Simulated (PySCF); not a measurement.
C4H12BP.
Bonds: C1–C2, C2–C3, C3–B4, B4–C5, B4–P6. Hydrogens: H7, H8, H9 on C1; H10, H11 on C2; H12, H13 on C3; H14, H15, H16 on C5; H17, H18 on P6.

Computed with core-valence-separated Tamm–Dancoff BHandHLYP/aug-pcX-1 (pcseg-1 on H, def2-SVPD on P) in PySCF, non-relativistic, gas phase, PBE0-D3(BJ)/def2-SVP geometry. The energies are unshifted.

(1) Give energies, oscillator strengths and core holes at the C K edge.

(2) What does the B 1s absorption edge look like?

Answers

(1) 
```json
{"E (eV)": "283.74", "f": "0.0002", "core hole on": "C5", "main final orbital": "LUMO (71 %)"}
{"E (eV)": "283.87", "f": "0.0004", "core hole on": "C3", "main final orbital": "LUMO (73 %)"}
{"E (eV)": "284.80", "f": "0.0050", "core hole on": "C5", "main final orbital": "LUMO+1 (48 %)"}
{"E (eV)": "284.94", "f": "0.0145", "core hole on": "C3", "main final orbital": "LUMO+1 (40 %)"}
{"E (eV)": "285.12", "f": "0.0088", "core hole on": "C1", "main final orbital": "LUMO+2 (45 %)"}
{"E (eV)": "285.35", "f": "0.0072", "core hole on": "C2", "main final orbital": "LUMO (66 %)"}
{"E (eV)": "285.54", "f": "0.0272", "core hole on": "C3", "main final orbital": "LUMO+4 (38 %)"}
{"E (eV)": "285.59", "f": "0.0291", "core hole on": "C5", "main final orbital": "spread"}
{"E (eV)": "285.60", "f": "0.0121", "core hole on": "C2", "main final orbital": "LUMO+1 (64 %)"}
{"E (eV)": "285.70", "f": "0.0283", "core hole on": "C5", "main final orbital": "spread"}
{"E (eV)": "285.85", "f": "0.0184", "core hole on": "C1", "main final orbital": "LUMO (33 %)"}
{"E (eV)": "285.95", "f": "0.0255", "core hole on": "C1", "main final orbital": "spread"}
{"E (eV)": "286.06", "f": "0.0018", "core hole on": "C3", "main final orbital": "LUMO+3 (57 %)"}
{"E (eV)": "286.08", "f": "0.0153", "core hole on": "C2", "main final orbital": "LUMO+4 (46 %)"}
{"E (eV)": "286.10", "f": "0.0198", "core hole on": "C1", "main final orbital": "LUMO (33 %)"}
{"E (eV)": "286.17", "f": "0.0039", "core hole on": "C5", "main final orbital": "LUMO+3 (48 %)"}
{"E (eV)": "286.31", "f": "0.0015", "core hole on": "C3", "main final orbital": "LUMO+2 (82 %)"}
{"E (eV)": "286.43", "f": "0.0013", "core hole on": "C1", "main final orbital": "LUMO+1 (40 %)"}
{"E (eV)": "286.55", "f": "0.0004", "core hole on": "C2", "main final orbital": "LUMO+3 (59 %)"}
```

The first line with a tenth or more of the strongest one's intensity is at 284.80 eV (f = 0.005), with the hole on C5 (sp3 carbon bound to boron). The strongest listed is at 285.59 eV (f = 0.029; C5).

(2) 
```
E (eV)       f  core hole on  main final orbital
186.07  0.0897            B4         LUMO (62 %)
190.73  0.0022            B4       LUMO+1 (49 %)
191.36  0.0073            B4              spread
191.47  0.0215            B4              spread
191.67  0.0000            B4       LUMO+3 (38 %)
191.75  0.0019            B4       LUMO+4 (54 %)
191.85  0.0016            B4       LUMO+4 (31 %)
```

The first line with a tenth or more of the strongest one's intensity is at 186.07 eV (f = 0.090), with the hole on B4 (three-coordinate boron). It is also the strongest listed.

Roots within 0.03 eV whose holes lie on the same, on equivalent or on shared atoms are summed into one line, and the highest roots are left out, as the search may have cut off their partners. Final orbitals are the ground state's empty Kohn–Sham orbitals.

Problem. What is the summed oscillator strength of the listed C K lines, and their intensity-weighted mean energy?

Solution. Σf = 0.221 over 19 lines from 283.74 to 286.55 eV; the weighted mean is 285.68 eV. The strongest line holds 13 % of the sum.

The list ends where the root search ended, not at a threshold.

Shape of the structure used: `[CH3:1][CH2:2][CH2:3][B:4]([CH3:5])[PH2:6]`: C1–C2–C3–B4 -176°, C2–C3–B4–C5 20°, H–P6–B4–C3 -138°, H–P6–B4–C3 -38°.

One conformer stands for the species.
